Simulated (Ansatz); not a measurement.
Program: Ansatz. Geometries: PBE0-D4/def2-TZVP. ΔE: electronic, gas phase. CCSD(T)/CBS is the MP2 limit (def2-TZVPP, def2-QZVPP) plus CCSD(T) − MP2 in def2-TZVPP, frozen cores. DFT in def2-TZVPP. B3LYP here is the variant with VWN-RPA as its local correlation; programs differ in this. Each species was taken in one conformer, which may not be the lowest.

Consider the isomerisation: `[SiH3]C1=COBN1` → `O[SiH2]NC1=CB1`.

| level | ΔE (kJ/mol) | difference from CCSD(T)/CBS |
| --- | --- | --- |
| PBE-D4 | 105.1 | 11.7 |
| PBE0-D4 | 98.1 | 4.7 |
| ωB97X-V | 93.5 | 0.1 |
| ωB97M-V | 89.4 | -4.0 |
| B3LYP | 92.3 | -1.1 |
| HF/def2-TZVPP | 69.8 | -23.6 |
| CCSD/def2-TZVPP | 92.9 | -0.5 |
| HF/def2-QZVPP | 68.7 | -24.7 |
| MP2/def2-QZVPP | 86.1 | -7.3 |
| HF/CBS(def2) | 68.6 | -24.8 |
| CCSD(T)/CBS | 93.4 | 0 |

Largest T1 diagnostic among the species: 0.015.

In def2-TZVPP, CCSD(T) changes the Hartree–Fock value by +29.4 kJ/mol (the triples alone add +6.3 kJ/mol) and MP2 by +19.9 kJ/mol. From PBE to PBE0 (25 % exact exchange), in def2-TZVPP and without D4, ΔE moves by −6.6 kJ/mol.
